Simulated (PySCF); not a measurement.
Compound: C₉H₉NSi.
SMILES with atom numbers: `[CH:1]1=[CH:2][SiH2:3][C:4]([c:5]2[cH:6][cH:7][n:8][cH:9][cH:10]2)=[CH:11]1`

Cartesian coordinates in Å at the GFN2-xTB level; atoms count from 1:
```xyz
20
C9H9NSi angstrom
C      2.824   -0.817   -0.839
C      3.271   -0.181    0.253
Si     1.819    0.606    1.157
C      0.651   -0.115   -0.158
C     -0.788    0.029   -0.200
C     -1.420    1.031    0.542
C     -2.796    1.152    0.484
N     -3.572    0.359   -0.237
C     -2.984   -0.603   -0.931
C     -1.618   -0.813   -0.949
C      1.394   -0.782   -1.068
H      3.460   -1.341   -1.540
H      4.314   -0.150    0.516
H      1.882    2.068    1.144
H      1.567    0.068    2.493
H     -0.833    1.706    1.147
H     -3.310    1.923    1.044
H     -3.652   -1.238   -1.500
H     -1.203   -1.628   -1.522
H      0.990   -1.261   -1.949
```

Probes without a nucleus sit at each ring's centroid and 1 Å off its mean plane on both sides; NICS is minus the shielding there, NICSzz its component along the normal. Level: GIAO PBE0/pcSseg-1 (PySCF, non-relativistic, gas phase) on the GFN2-xTB geometry, one conformer.

Ring bond lengths (Å), with Mayer bond orders in brackets: C1–C2 1.341 (1.81), C2–Si3 1.883 (0.90), Si3–C4 1.901 (0.84), C4–C11 1.351 (1.74), C11–C1 1.448 (1.12); C5–C6 1.399 (1.36), C6–C7 1.382 (1.42), C7–N8 1.324 (1.48), N8–C9 1.323 (1.47), C9–C10 1.383 (1.42), C10–C5 1.400 (1.37).

Q: Give the NICS values of each ring in ppm.

A: 
```csv
ring,type,NICS(0),"NICS(1), two faces","NICS(1)zz, two faces",rms pucker (Å),"centre to ring atoms, mean (Å)"
C1–C2–Si3–C4–C11,"5-membered ring with Si; formal bonds 2 double, 3 single",2.1,-1.0 / -1.3,3.6 / 2.9,0.01,1.34
C5–C6–C7–N8–C9–C10,6-membered ring with N; formal bonds all aromatic,-6.4,-10.4 / -10.3,-25.7 / -25.1,0.00,1.37
```

Q: What do they say, and how far can they be read as aromaticity?

A: 
- C1–C2–Si3–C4–C11: mean NICS(1)zz 3.2 ppm, deshielded. Si3 has four or more neighbours; no verdict on aromaticity is drawn.
- C5–C6–C7–N8–C9–C10: mean NICS(1)zz -25.4 ppm, shielded. For a flat ring without four-coordinate atoms the NICS criterion counts such a value as aromatic.

Q: What does the geometric index give? HOMA takes Krygowski's 1993 parameters.

A: 
- C5–C6–C7–N8–C9–C10: HOMA 0.98; the largest term is that of C10–C5, α(R − Ropt)² = 0.03. The geometric and the magnetic index point the same way.

Q: At the second NICS(1) probe listed for ring C5–C6–C7–N8–C9–C10, 1 Å off the ring, what do the in-plane components average?

A: The isotropic value is a third of the trace: (3 × -10.3 − (-25.1))/2 = -2.9 ppm.

Q: How shielded are the nuclei of the rings and their hydrogens (means over atoms taken as equivalent)?

A: 
| atoms | environment | σ isotropic (ppm) | principal values of the symmetric part, first atom (ppm) |
| --- | --- | --- | --- |
| C1 | alkene CH carbon | 29.6 | -87.1, 35.7, 140.3 |
| C2 | alkene CH carbon | 50.1 | -58.5, 40.0, 168.9 |
| Si3 | SiH2 silicon | 397.5 | 335.9, 401.8, 454.8 |
| C4 | fully substituted alkene carbon | 35.4 | -51.7, 17.2, 140.7 |
| C5 | substituted aromatic carbon | 36.5 | -61.7, -6.8, 177.9 |
| C6 (×2) | aromatic CH carbon | 61.3 | -42.7, 61.0, 155.2 |
| C7 (×2) | aromatic CH next to a ring nitrogen | 30.4 | -80.5, 27.0, 144.3 |
| N8 | pyridine-type nitrogen | -91.5 | -412.0, -169.1, 306.6 |
| C11 | alkene CH carbon | 36.2 | -67.5, 35.6, 140.7 |
| H12 | vinylic hydrogen | 24.25 | 22.5, 23.0, 27.3 |
| H13 | vinylic hydrogen | 25.28 | 24.0, 25.2, 26.6 |
| H14 (×2) | Si–H hydrogen | 26.82 | 22.8, 25.6, 31.6 |
| H16 (×2) | aromatic hydrogen | 24.40 | 20.8, 23.2, 29.9 |
| H17 (×2) | aromatic hydrogen | 22.80 | 18.9, 22.3, 27.2 |

The list is cut; further classes of hydrogen are left out.
